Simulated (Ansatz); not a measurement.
```yaml
atoms:
  - { symbol: H, position_ang: [1.7000, 0.0000, 0.0000] }
  - { symbol: H, position_ang: [0.0000, 1.7000, 0.0000] }
  - { symbol: H, position_ang: [-1.7000, 0.0000, 0.0000] }
  - { symbol: H, position_ang: [0.0000, -1.7000, 0.0000] }
```

Basis set: pcseg-2 (spherical functions). Charge 0, multiplicity 1.

Computed with Ansatz (development build ahead of 0.2.0); each method stands on the lowest determinant of its kind that the runs found. Restricted functionals stand beside restricted open-shell atoms, which can lie above the unrestricted atoms usual in DFT and then raise those values.

Q: Give the atomization energy at this shape (free ground-state atoms in the same class of orbitals less the molecule, no zero-point energy) of singlet H4 by PBE0 (unrestricted), PBE (unrestricted), UHF, PBE0 (restricted).

A:

```tsv
method	atomization energy
PBE0 (unrestricted)	0.32 eV
PBE (unrestricted)	0.37 eV
UHF	0.10 eV
PBE0 (restricted)	-3.05 eV
```

Caution: the shape is not the minimum. Caution for PBE0 (unrestricted), PBE (unrestricted), UHF: the unrestricted determinant is a mixture of spin states. Caution for PBE0 (restricted): an unrestricted determinant lies well below; the molecule lies well above its atoms at this level.
